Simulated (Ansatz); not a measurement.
Computed with Ansatz on PBE0-D4/def2-TZVP structures; ΔE is electronic, products minus reactants. CCSD(T)/CBS adds triple-zeta CCSD(T) − MP2 to the extrapolated MP2 energy (def2 sets, frozen cores). This one scheme is used for every species. DFT in def2-TZVPP. B3LYP here is the variant with VWN-RPA as its local correlation; programs differ in this. For Zn outer-core shells are correlated without core-valence functions, which leaves a few kJ/mol of doubt a bond. Scalar relativity is left out up to krypton. One conformer a species, not always the lowest.

Reaction (cleavage of the Al–Zn bond): `[OH][Al]([F])[ZnH]` + H–F → `[OH][Al]([F])[F]` + `[ZnH2]`

| level | ΔE (kJ/mol) |
| --- | --- |
| r2SCAN-D4 | -142.4 |
| PBE0-D4 | -121.8 |
| B3LYP-D4 | -136.0 |
| HF/def2-TZVPP | -148.9 |

Problem. What does CCSD(T)/CBS give? (Estimate.)

Solution. Computed: -133.5 kJ/mol. The listed levels differ from it by -8.9, 11.7, -2.5, -15.4 kJ/mol.

Problem. What do rigid-rotor, harmonic-oscillator terms from PBE0-D4/def2-TZVP frequencies (298.15 K, 1 bar) make of the CCSD(T)/CBS value? (An estimate is asked.)

Solution. Ansatz gave: ΔZPE = -4.5 kJ/mol, ΔH = -141.0 kJ/mol, ΔS = -13 J/(mol·K), ΔG = -137.1 kJ/mol.

Largest T1 diagnostic among the species: 0.016.

In def2-TZVPP, CCSD(T) changes the Hartree–Fock value by +11.2 kJ/mol (the triples alone add +2.1 kJ/mol) and MP2 by +4.3 kJ/mol. At CCSD(T), def2-SVP lies −6.3 kJ/mol from the extrapolated value and def2-TZVPP −4.2 kJ/mol.
